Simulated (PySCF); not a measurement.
Basis and Hamiltonian dependence of the ionisation energy of Zn

Zn [Ar] 3d10 4s2 (1S) → Zn⁺ [Ar] 3d10 4s1 (2S). All values are computed (PySCF 2.14, energy differences of UHF-based or UKS calculations, no spin-orbit coupling). Values in eV.

```json
{"basis": "6-31G*", "Hamiltonian": "non-relativistic", "functions": "34", "UHF": "7.401", "PBE": "8.798", "PBE0": "8.604", "MP2 (valence)": "8.231", "CCSD(T) (valence)": "8.484", "CCSD(T) (valence and next inner shell)": "n/a"}
{"basis": "Sapporo-DKH3-DZP-2012", "Hamiltonian": "spin-free X2C", "functions": "40", "UHF": "7.831", "PBE": "9.452", "PBE0": "n/a", "MP2 (valence)": "8.883", "CCSD(T) (valence)": "9.092", "CCSD(T) (valence and next inner shell)": "n/a"}
{"basis": "cc-pVDZ-DK", "Hamiltonian": "spin-free X2C", "functions": "43", "UHF": "7.784", "PBE": "n/a", "PBE0": "n/a", "MP2 (valence)": "8.977", "CCSD(T) (valence)": "9.176", "CCSD(T) (valence and next inner shell)": "n/a"}
{"basis": "x2c-TZVPall", "Hamiltonian": "spin-free X2C", "functions": "48", "UHF": "7.791", "PBE": "9.621", "PBE0": "9.297", "MP2 (valence)": "8.939", "CCSD(T) (valence)": "9.163", "CCSD(T) (valence and next inner shell)": "n/a"}
{"basis": "cc-pVTZ-PP with ECP10MDF", "Hamiltonian": "ECP", "functions": "63", "UHF": "7.805", "PBE": "9.553", "PBE0": "n/a", "MP2 (valence)": "9.046", "CCSD(T) (valence)": "n/a", "CCSD(T) (valence and next inner shell)": "n/a"}
{"basis": "def2-TZVPPD", "Hamiltonian": "non-relativistic", "functions": "67", "UHF": "7.636", "PBE": "9.403", "PBE0": "9.094", "MP2 (valence)": "8.824", "CCSD(T) (valence)": "9.008", "CCSD(T) (valence and next inner shell)": "9.015"}
{"basis": "cc-pVTZ-DK", "Hamiltonian": "spin-free X2C", "functions": "68", "UHF": "7.777", "PBE": "n/a", "PBE0": "n/a", "MP2 (valence)": "9.031", "CCSD(T) (valence)": "n/a", "CCSD(T) (valence and next inner shell)": "n/a"}
{"basis": "aug-cc-pwCVDZ-PP with ECP10MDF", "Hamiltonian": "ECP", "functions": "70", "UHF": "7.792", "PBE": "9.578", "PBE0": "9.266", "MP2 (valence)": "9.073", "CCSD(T) (valence)": "9.235", "CCSD(T) (valence and next inner shell)": "9.255"}
{"basis": "dyall-av2z", "Hamiltonian": "non-relativistic", "functions": "101", "UHF": "7.635", "PBE": "9.396", "PBE0": "9.088", "MP2 (valence)": "8.894", "CCSD(T) (valence)": "9.085", "CCSD(T) (valence and next inner shell)": "n/a"}
{"basis": "aug-cc-pVTZ-PP with one added diffuse shell each of s, p, d, f, g type with ECP10MDF", "Hamiltonian": "ECP", "functions": "113", "UHF": "7.793", "PBE": "9.564", "PBE0": "9.253", "MP2 (valence)": "9.221", "CCSD(T) (valence)": "n/a", "CCSD(T) (valence and next inner shell)": "n/a"}
{"basis": "aug-cc-pwCVTZ-DK", "Hamiltonian": "spin-free X2C", "functions": "127", "UHF": "7.778", "PBE": "9.598", "PBE0": "9.275", "MP2 (valence)": "9.184", "CCSD(T) (valence)": "n/a", "CCSD(T) (valence and next inner shell)": "n/a"}
{"basis": "aug-cc-pVQZ-PP with ECP10MDF", "Hamiltonian": "ECP", "functions": "135", "UHF": "7.792", "PBE": "9.563", "PBE0": "9.251", "MP2 (valence)": "9.227", "CCSD(T) (valence)": "n/a", "CCSD(T) (valence and next inner shell)": "n/a"}
{"basis": "aug-cc-pVQZ-DK", "Hamiltonian": "spin-free X2C", "functions": "140", "UHF": "7.776", "PBE": "9.594", "PBE0": "9.271", "MP2 (valence)": "9.221", "CCSD(T) (valence)": "n/a", "CCSD(T) (valence and next inner shell)": "n/a"}
{"basis": "aug-cc-pwCVQZ-PP with ECP10MDF", "Hamiltonian": "ECP", "functions": "180", "UHF": "7.780", "PBE": "9.556", "PBE0": "9.244", "MP2 (valence)": "9.219", "CCSD(T) (valence)": "n/a", "CCSD(T) (valence and next inner shell)": "n/a"}
```

Frozen in the all-electron rows: valence: [Ar]; valence and next inner shell: [Ne]; with a core potential, the same shells as far as they lie outside it.

Non-relativistic rows lack the scalar-relativistic shift.

Reference for a calculation without spin-orbit coupling: 9.394 eV (measured, between term centres; NIST).
